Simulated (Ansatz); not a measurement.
Calculated with Ansatz (gas phase, PBE0-D4/def2-TZVP geometries, no zero-point term in ΔE). CCSD(T)/CBS adds triple-zeta CCSD(T) − MP2 to the extrapolated MP2 energy (def2 sets, frozen cores). This one scheme is used for every species. DFT in def2-TZVPP. For Ga outer-core shells are correlated without core-valence functions, which leaves a few kJ/mol of doubt a bond. Scalar relativity is left out up to krypton. One conformer a species, not always the lowest.

Consider the ligand exchange at a Ga–O bond: `C[O][GaH][SH]` + HCl → `[SH][GaH][Cl]` + CH₃OH.

```csv
level,ΔE (kJ/mol)
LDA (SPW92),-55.5
PBE-QIDH,-67.8
revPBE,-68.0
BHLYP,-71.6
LC-ωPBE,-64.9
CCSD/def2-SVP,-59.1
HF/def2-QZVPP,-78.9
SCS-MP2/def2-QZVPP,-60.6
```

What does CCSD(T)/CBS give? (Estimate.)

Ansatz gave: -61.4 kJ/mol. The listed levels differ from it by 5.9, -6.4, -6.6, -10.2, -3.5, 2.3, -17.5, 0.8 kJ/mol.

Largest T1 diagnostic among the species: 0.014.

From BLYP to BHLYP (50 % exact exchange), in def2-TZVPP and without D4, ΔE moves by −9.9 kJ/mol. At CCSD(T), def2-SVP lies +4.7 kJ/mol from the extrapolated value and def2-TZVPP +3.7 kJ/mol.
